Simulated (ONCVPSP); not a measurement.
## An all-electron radial function and its pseudo partner (Ag)

Columns: radius, all-electron u(r) and pseudo u(r) of the 4d shell (level -7.45 eV) of silver in the configuration [Ar] 3d10 4s2 4p6 4d10 5s1; PBEsol, scalar-relativistic, ONCV scheme, ONCVPSP 4.0.1.

```
r (bohr)  all-electron  pseudo
   0.088       -0.1734  0.0030
   0.175       -0.4153  0.0225
   0.262       -0.4223  0.0709
   0.350       -0.2387  0.1543
   0.438        0.0222  0.2692
   0.525        0.2789  0.4035
   0.612        0.4969  0.5436
   0.700        0.6650  0.6754
   0.788        0.7809  0.7840
   0.875        0.8509  0.8602
   0.962        0.8855  0.9032
   1.050        0.8934  0.9157
   1.138        0.8820  0.9034
   1.225        0.8576  0.8743
   1.312        0.8248  0.8355
   1.400        0.7864  0.7917
   1.487        0.7457  0.7477
   1.575        0.7035  0.7039
   1.662        0.6620  0.6620
   1.750        0.6209  0.6209
   1.838        0.5813  0.5812
   1.925        0.5439  0.5438
   2.012        0.5084  0.5083
   2.100        0.4744  0.4744
   2.188        0.4425  0.4425
   2.275        0.4129  0.4129
```

(1) How many radial nodes do the two functions have?

(2) At about which radius was the pseudo-wave matched?

(3) Is the pseudo-wave norm-conserving?

## Answers

(1) The all-electron 4d function has n − l − 1 = 1; the pseudo-wave has 0, since the states of the same l below it are removed with the core.

(2) 1.75 bohr. The columns agree to 0.0005 from 1.57 bohr on; several derivatives are matched, so the curves merge somewhat inside the radius.

(3) Yes: the ONCV scheme keeps the norm inside the radius equal to the all-electron one, which fixes the energy derivative of the logarithmic derivative at the level.
